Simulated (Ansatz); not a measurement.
C₂H₅NSi, SMILES `[SiH3]C1=CN1`, relaxed with RKS PBE0-D4/def2-TZVP in Ansatz from a PBE-D4/def2-SVP geometry. The force threshold is 0.005 eV/Å; the program also tests the step.

Charge 0, multiplicity 1.

Start:

```xyz
9

Si    1.232   -0.851   -0.148
C    -0.206    0.294   -0.037
C    -0.967    1.346   -0.144
N    -1.792    0.164    0.083
H     1.417   -1.546    1.174
H     2.469   -0.066   -0.482
H     0.977   -1.892   -1.203
H    -1.120    2.413   -0.346
H    -2.010    0.137    1.103
```

Problem. By how much does the energy fall, and how many steps does the optimiser take? (Estimate.)

Solution. Ansatz gave: 1.25 kcal/mol, in 11 steps, 2 of them rejected.

Problem. Which bonds change most? (Best estimate.)

Solution. Computed: C2–N4 from 1.596 to 1.558 Å; C2–C3 from 1.303 to 1.280 Å; C3–H8 from 1.097 to 1.077 Å; Si1–H7 from 1.504 to 1.484 Å.

Problem. Give the relaxed structure. (Estimate.)

Solution. Computed: 
```xyz
9

Si    1.216   -0.844   -0.146
C    -0.223    0.280   -0.045
C    -0.940    1.336   -0.141
N    -1.771    0.162    0.087
H     1.403   -1.516    1.166
H     2.423   -0.049   -0.483
H     0.966   -1.874   -1.185
H    -1.080    2.385   -0.338
H    -1.994    0.120    1.086
```
